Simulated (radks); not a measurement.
The nuclear charge of the rubidium ion Rb2+ is varied continuously with 35 electrons held in [Ar] 3d10 4s2 4p5. All-electron calculation, scalar-relativistic Kohn-Sham, LDA (Slater exchange, Perdew-Wang correlation), spin-polarised, spherical densities, finite nucleus; open shells are filled with parallel spins first (spin-orbit coupling, left out, can overturn this in heavy ions); Fermi nuclear charge, rms radius 4.2036 fm. Program: a radial shooting solver on a logarithmic mesh with Libxc functionals. By the Hellmann-Feynman theorem dE/dZ = E(electron-nucleus)/Z, the electronic potential at the nucleus (averaged over a nucleus of fixed radius). The scalar-relativistic energy here is not variational (the density holds large components alone), so the two differ by a part that grows with Z.

Z      E (hartree)  E(electron-nucleus)/Z (hartree)  HOMO  e(HOMO) (eV)  <r> HOMO (bohr)
36     -2786.29556                         -186.369    4p       -19.299            1.833
36.25  -2833.18176                         -188.101    4p       -22.615            1.778
36.5   -2880.50281                         -189.832    4p       -26.081            1.728
36.75  -2928.25871                         -191.564    4p       -29.693            1.682
37     -2976.44953                         -193.295    4p       -33.447            1.639
37.25  -3025.07539                         -195.027    4p       -37.341            1.599
37.5   -3074.13642                         -196.760    4p       -41.373            1.561
37.75  -3123.63278                         -198.493    4p       -45.539            1.526
38     -3173.56466                         -200.227    4p       -49.838            1.493

The central difference of E at Z = 37 is -193.633 hartree, to compare with the third column; the second derivative is -6.96 hartree.
